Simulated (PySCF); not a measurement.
# V²⁺ (vanadium, charge +2) across methods

[Ar] 3d3, high-spin 4F determinant. Calculation: PySCF 2.14, in def2-TZVPPD; the non-relativistic Hamiltonian (point nucleus).

| method | E (hartree) | mean ε 3p α (eV) | mean ε 3p β (eV) | mean ε 3d α (eV) | Σ⟨r²⟩ (bohr²) | ⟨S²⟩ |
| --- | --- | --- | --- | --- | --- | --- |
| r2SCAN0 | -943.071 | -65.811 | -61.540 | -25.130 | 16.44 | 3.751 |
| TPSS | -943.132 | -61.662 | -58.672 | -22.720 | 16.64 | 3.751 |
| HSE06 | -942.921 | -64.542 | -60.742 | -24.380 | 16.58 | 3.751 |
| LDA | -940.906 | -61.351 | -58.587 | -22.758 | 16.73 | 3.750 |
| UHF | -942.16925 | -74.947 | -67.689 | -30.462 | 16.35 | 3.752 |
| PBE0 | -942.902 | -64.974 | -61.138 | -24.810 | 16.56 | 3.751 |
| PBE | -942.851 | -61.334 | -58.488 | -22.723 | 16.71 | 3.750 |
| r2SCAN | -943.075 | -62.558 | -59.093 | -23.106 | 16.51 | 3.751 |
| r2SCANh | -943.073 | -63.858 | -60.072 | -23.913 | 16.48 | 3.751 |
